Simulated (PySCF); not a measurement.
C2H6Cl2Sn, charge -1, doublet, geometry from GFN2-xTB (such geometries of metal compounds can be far from the true shape) (a state made from the parent by changing its charge; the spin is typed, not shown lowest) (all electrons, no relativity) (in this run its highest filled SCF level lies above zero, so its values depend strongly on the basis, on diffuse functions most of all); HF/STO-3G (PySCF).

Input for PySCF:
```python
from pyscf import gto, scf

mol = gto.Mole()
mol.atom = '''
    C     1.763729   -1.736626    0.071301
    Sn   -0.016285   -0.135629   -0.030061
    C    -1.936907   -1.436715   -0.671809
    Cl    0.547894    1.482327   -1.993340
    Cl   -0.405078    0.673478    2.413983
    H     1.468168   -2.532322    0.746418
    H     2.672019   -1.265245    0.431347
    H     1.923796   -2.132566   -0.925569
    H    -2.685111   -0.797547   -1.127975
    H    -2.344992   -1.911674    0.213053
    H    -1.608434   -2.187863   -1.382121
'''
mol.basis = 'sto-3g'
mol.charge = -1
mol.spin = 1
mol.verbose = 4
mol.build()

mf = scf.UHF(mol)
mf.kernel()
mf.analyze()
```

What the program printed (banner, timings and long lists left out):

```
PySCF version 2.14.0

[INPUT] verbose = 4
[INPUT] num. atoms = 11
[INPUT] num. electrons = 103
[INPUT] charge = -1
[INPUT] spin (= nelec alpha-beta = 2S) = 1
[INPUT] symmetry False subgroup None
[INPUT] Mole.unit = angstrom
[INPUT] Symbol           X                Y                Z      unit          X                Y                Z       unit  Magmom
[INPUT]  1 C      1.763729000000  -1.736626000000   0.071301000000 AA    3.332964767953  -3.281747520799   0.134739362408 Bohr   0.0
[INPUT]  2 Sn    -0.016285000000  -0.135629000000  -0.030061000000 AA   -0.030774189939  -0.256301664549  -0.056807057031 Bohr   0.0
[INPUT]  3 C     -1.936907000000  -1.436715000000  -0.671809000000 AA   -3.660223758753  -2.714997869054  -1.269535018018 Bohr   0.0
[INPUT]  4 Cl     0.547894000000   1.482327000000  -1.993340000000 AA    1.035369605292   2.801192057048  -3.766866673141 Bohr   0.0
[INPUT]  5 Cl    -0.405078000000   0.673478000000   2.413983000000 AA   -0.765486479087   1.272688970920   4.561766739356 Bohr   0.0
[INPUT]  6 H      1.468168000000  -2.532322000000   0.746418000000 AA    2.774435424850  -4.785395039211   1.410525594446 Bohr   0.0
[INPUT]  7 H      2.672019000000  -1.265245000000   0.431347000000 AA    5.049384109634  -2.390966530475   0.815127694653 Bohr   0.0
[INPUT]  8 H      1.923796000000  -2.132566000000  -0.925569000000 AA    3.635447559534  -4.029965682559  -1.749071919388 Bohr   0.0
[INPUT]  9 H     -2.685111000000  -0.797547000000  -1.127975000000 AA   -5.074124404057  -1.507145401468  -2.131563825356 Bohr   0.0
[INPUT] 10 H     -2.344992000000  -1.911674000000   0.213053000000 AA   -4.431392644296  -3.612540299452   0.402611820017 Bohr   0.0
[INPUT] 11 H     -1.608434000000  -2.187863000000  -1.382121000000 AA   -3.039499749439  -4.134461868069  -2.611830161010 Bohr   0.0

nuclear repulsion = 673.329524068837
number of shells = 33
number of NR pGTOs = 183
number of NR cGTOs = 61
basis = sto-3g
ecp = {}

******** <class 'pyscf.scf.uhf.UHF'> ********
method = UHF
initial guess = minao
damping factor = 0
level_shift factor = 0
DIIS = <class 'pyscf.scf.diis.CDIIS'>
diis_start_cycle = 1
diis_space = 8
diis_damp = 0
SCF conv_tol = 1e-09
SCF conv_tol_grad = None
SCF max_cycles = 50
direct_scf = True
direct_scf_tol = 1e-13
number electrons alpha = 52  beta = 51
Set gradient conv threshold to 3.16228e-05
init E= -6932.63126925736

cycle= 1 E= -6950.62563616155  delta_E=  -18  |g|= 0.323  |ddm|= 2.73
cycle= 2 E= -6950.75485378837  delta_E= -0.129  |g|= 0.0974  |ddm|= 0.751
cycle= 3 E= -6950.76433896945  delta_E= -0.00949  |g|= 0.0268  |ddm|= 0.206
cycle= 4 E= -6950.7656111923  delta_E= -0.00127  |g|= 0.00868  |ddm|= 0.0783
cycle= 5 E= -6950.76582069057  delta_E= -0.000209  |g|= 0.00325  |ddm|= 0.0422
cycle= 6 E= -6950.76586491415  delta_E= -4.42e-05  |g|= 0.00141  |ddm|= 0.0225
cycle= 7 E= -6950.76587383446  delta_E= -8.92e-06  |g|= 0.00087  |ddm|= 0.00897
cycle= 8 E= -6950.76587808542  delta_E= -4.25e-06  |g|= 0.00047  |ddm|= 0.0067
cycle= 9 E= -6950.76587950549  delta_E= -1.42e-06  |g|= 0.000148  |ddm|= 0.00526
cycle= 10 E= -6950.76587961475  delta_E= -1.09e-07  |g|= 4.85e-05  |ddm|= 0.00165
cycle= 11 E= -6950.76587962186  delta_E= -7.11e-09  |g|= 1.88e-05  |ddm|= 0.000373
cycle= 12 E= -6950.765879623  delta_E= -1.14e-09  |g|= 8.35e-06  |ddm|= 0.000115
cycle= 13 E= -6950.76587962333  delta_E= -3.31e-10  |g|= 4.25e-06  |ddm|= 5.84e-05
Extra cycle  E= -6950.76587962335  delta_E= -2.46e-11  |g|= 3.37e-06  |ddm|= 1.23e-05
converged SCF energy = -6950.76587962335  <S^2> = 0.75935253  2S+1 = 2.0093308
**** SCF Summaries ****
Total Energy =                       -6950.765879623350884
Nuclear Repulsion Energy =             673.329524068836918
One-electron Energy =               -10979.984489218328235
Two-electron Energy =                 3355.889085526140661
Two-electron Coulomb Energy =         3583.770618002901301
DFT Exchange-Correlation Energy =     -227.881532476760640
**** MO energy ****
                             alpha | beta                alpha | beta
MO #1   energy= -1029.70826642037  | -1029.70715943111  occ= 1 | 1
MO #2   energy= -153.340418125455  | -153.339150769482  occ= 1 | 1
MO #3   energy= -145.169488986369  | -145.16911301477   occ= 1 | 1
MO #4   energy= -145.169408772805  | -145.168724118778  occ= 1 | 1
MO #5   energy= -145.169133302732  | -145.168369557216  occ= 1 | 1
MO #6   energy= -103.298118007363  | -103.295978140514  occ= 1 | 1
MO #7   energy= -103.296946274419  | -103.294750463438  occ= 1 | 1
MO #8   energy= -29.4193857319259  | -29.4172017334176  occ= 1 | 1
MO #9   energy= -26.4014981067107  | -26.4011598915248  occ= 1 | 1
MO #10  energy= -26.4005651174665  | -26.3994476511724  occ= 1 | 1
MO #11  energy= -26.4002533686963  | -26.3985299451263  occ= 1 | 1
MO #12  energy= -18.0034494930511  | -18.0031228372391  occ= 1 | 1
MO #13  energy= -18.0031964327575  | -18.0028961243552  occ= 1 | 1
MO #14  energy= -18.0029724473702  | -18.0023555731381  occ= 1 | 1
MO #15  energy= -18.0018645089949  | -18.0010666325576  occ= 1 | 1
MO #16  energy= -18.0016971491797  | -18.0009880126466  occ= 1 | 1
MO #17  energy= -10.8348364821094  | -10.8329282696634  occ= 1 | 1
MO #18  energy= -10.8337219542407  | -10.8309263004808  occ= 1 | 1
MO #19  energy= -10.0078060324426  | -10.0046908082839  occ= 1 | 1
MO #20  energy= -10.0067375597405  | -10.0035414498601  occ= 1 | 1
MO #21  energy= -7.45362432665604  | -7.44538925509091  occ= 1 | 1
MO #22  energy= -7.45264281135351  | -7.44518885758461  occ= 1 | 1
MO #23  energy= -7.44643663004357  | -7.44425351613588  occ= 1 | 1
MO #24  energy= -7.44641548496449  | -7.44406447993415  occ= 1 | 1
MO #25  energy= -7.44534658357052  | -7.44306411928606  occ= 1 | 1
MO #26  energy= -7.44532443365704  | -7.44182258237948  occ= 1 | 1
MO #27  energy= -4.63692882679114  | -4.63217552606568  occ= 1 | 1
MO #28  energy= -3.39090674760265  | -3.38980497650104  occ= 1 | 1
MO #29  energy= -3.38695993975363  | -3.38387892584795  occ= 1 | 1
MO #30  energy= -3.38639833102598  | -3.38049725247471  occ= 1 | 1
MO #31  energy= -0.740479910000712 | -0.735737073962665 occ= 1 | 1
MO #32  energy= -0.738686541960293 | -0.73325153571853  occ= 1 | 1
MO #33  energy= -0.734875400957587 | -0.720819259187673 occ= 1 | 1
MO #34  energy= -0.733240563746711 | -0.719768739532491 occ= 1 | 1
MO #35  energy= -0.708841444615579 | -0.707768835409373 occ= 1 | 1
MO #36  energy= -0.704438446636193 | -0.701312550188536 occ= 1 | 1
MO #37  energy= -0.69623241741148  | -0.69320227018507  occ= 1 | 1
MO #38  energy= -0.695712453377134 | -0.684987354464679 occ= 1 | 1
MO #39  energy= -0.695007643479943 | -0.683923545511722 occ= 1 | 1
MO #40  energy= -0.37454747196784  | -0.373211814886016 occ= 1 | 1
MO #41  energy= -0.373395298693641 | -0.371925709140281 occ= 1 | 1
MO #42  energy= -0.370086557415615 | -0.368739393901609 occ= 1 | 1
MO #43  energy= -0.368437021651306 | -0.366775529637094 occ= 1 | 1
MO #44  energy= -0.319355808650287 | -0.288259841246537 occ= 1 | 1
MO #45  energy= -0.191899523803157 | -0.162089029256499 occ= 1 | 1
MO #46  energy= -0.187289637784378 | -0.150929881990503 occ= 1 | 1
MO #47  energy= -0.181349701745356 | -0.14206105458352  occ= 1 | 1
MO #48  energy= -0.136759759629164 | -0.128379532186154 occ= 1 | 1
MO #49  energy= -0.135792211751256 | -0.120377142477992 occ= 1 | 1
MO #50  energy= -0.13227029169579  | -0.11702935992198  occ= 1 | 1
MO #51  energy= -0.127745472588054 | -0.114986382396223 occ= 1 | 1
MO #52  energy= 0.0786501787625965 | 0.398761539933619  occ= 1 | 0
MO #53  energy= 0.450081477079165  | 0.491587466176914  occ= 0 | 0
MO #54  energy= 0.490178321852099  | 0.527335909317163  occ= 0 | 0
MO #55  energy= 0.496836036139366  | 0.541867778424508  occ= 0 | 0
MO #56  energy= 0.878107623050492  | 0.881135632021803  occ= 0 | 0
MO #57  energy= 0.879448272672173  | 0.882160478849756  occ= 0 | 0
MO #58  energy= 0.880502896620857  | 0.883556381032432  occ= 0 | 0
MO #59  energy= 0.884589423264081  | 0.888169535392509  occ= 0 | 0
MO #60  energy= 0.88609863612511   | 0.888863573206531  occ= 0 | 0

To work with the spin densities directly, `use mulliken_meta_spin()` only printing them here.

 ** Mulliken spin pop alpha/beta on meta-lowdin orthogonal AOs **
 ** Mulliken Spin Density (per AO)  **
spin_pop of  0 C 1s       -0.00000
spin_pop of  0 C 2s        0.00937
spin_pop of  0 C 2px       0.02017
spin_pop of  0 C 2py       0.01841
spin_pop of  0 C 2pz       0.00266
spin_pop of  1 Sn 1s        0.00000
spin_pop of  1 Sn 2s        0.00001
spin_pop of  1 Sn 3s        0.00006
spin_pop of  1 Sn 4s        0.00029
spin_pop of  1 Sn 5s        0.33150
spin_pop of  1 Sn 2px      -0.00000
spin_pop of  1 Sn 2py       0.00000
spin_pop of  1 Sn 2pz      -0.00000
spin_pop of  1 Sn 3px      -0.00000
spin_pop of  1 Sn 3py       0.00000
spin_pop of  1 Sn 3pz      -0.00000
spin_pop of  1 Sn 4px      -0.00005
spin_pop of  1 Sn 4py       0.00011
spin_pop of  1 Sn 4pz      -0.00009
spin_pop of  1 Sn 5px      -0.00569
spin_pop of  1 Sn 5py       0.24431
spin_pop of  1 Sn 5pz      -0.05185
spin_pop of  1 Sn 3dxy     -0.00000
spin_pop of  1 Sn 3dyz      0.00000
spin_pop of  1 Sn 3dz^2     0.00000
spin_pop of  1 Sn 3dxz      0.00000
spin_pop of  1 Sn 3dx2-y2    0.00000
spin_pop of  1 Sn 4dxy     -0.00044
spin_pop of  1 Sn 4dyz      0.00015
spin_pop of  1 Sn 4dz^2     0.00005
spin_pop of  1 Sn 4dxz      0.00000
spin_pop of  1 Sn 4dx2-y2    0.00006
spin_pop of  2 C 1s       -0.00000
spin_pop of  2 C 2s        0.01388
spin_pop of  2 C 2px       0.03438
spin_pop of  2 C 2py       0.01975
spin_pop of  2 C 2pz       0.00752
spin_pop of  3 Cl 1s        0.00000
spin_pop of  3 Cl 2s        0.00001
spin_pop of  3 Cl 3s        0.01037
spin_pop of  3 Cl 2px       0.00000
spin_pop of  3 Cl 2py       0.00002
spin_pop of  3 Cl 2pz       0.00004
spin_pop of  3 Cl 3px       0.00863
spin_pop of  3 Cl 3py       0.04860
spin_pop of  3 Cl 3pz       0.12136
spin_pop of  4 Cl 1s        0.00000
spin_pop of  4 Cl 2s        0.00001
spin_pop of  4 Cl 3s        0.01012
spin_pop of  4 Cl 2px       0.00000
spin_pop of  4 Cl 2py       0.00000
spin_pop of  4 Cl 2pz       0.00006
spin_pop of  4 Cl 3px       0.00387
spin_pop of  4 Cl 3py       0.00520
spin_pop of  4 Cl 3pz       0.16468
spin_pop of  5 H 1s       -0.00184
spin_pop of  6 H 1s       -0.00296
spin_pop of  7 H 1s       -0.00218
spin_pop of  8 H 1s       -0.00427
spin_pop of  9 H 1s       -0.00393
spin_pop of  10 H 1s       -0.00235
 ** Mulliken Spin Density (per atom)  **
spin density of  0 C =      0.05061
spin density of  1 Sn =      0.51842
spin density of  2 C =      0.07553
spin density of  3 Cl =      0.18903
spin density of  4 Cl =      0.18395
spin density of  5 H =     -0.00184
spin density of  6 H =     -0.00296
spin density of  7 H =     -0.00218
spin density of  8 H =     -0.00427
spin density of  9 H =     -0.00393
spin density of  10 H =     -0.00235
 ** Mulliken pop alpha/beta on meta-lowdin orthogonal AOs **
 ** Mulliken pop       alpha | beta **
In total            52.00000 | 51.00000
 ** Mulliken atomic charges   ( Nelec_alpha | Nelec_beta ) **
charge of  0C =     -0.26998  (     3.16030      3.10968 )
charge of  1Sn =      0.70822  (    24.90510     24.38668 )
charge of  2C =     -0.27036  (     3.17294      3.09742 )
charge of  3Cl =     -0.59829  (     8.89366      8.70463 )
charge of  4Cl =     -0.59736  (     8.89065      8.70671 )
charge of  5H =      0.00267  (     0.49775      0.49959 )
charge of  6H =      0.00877  (     0.49413      0.49710 )
charge of  7H =      0.00335  (     0.49724      0.49941 )
charge of  8H =      0.00795  (     0.49389      0.49816 )
charge of  9H =      0.00481  (     0.49563      0.49956 )
charge of  10H =      0.00022  (     0.49872      0.50106 )

WARN: System has nonzero charge -1; the dipole moment is origin-dependent.
Location of origin: [0. 0. 0.]

Dipole moment(X, Y, Z, Debye): -0.26647, -4.57577, -0.87768
```
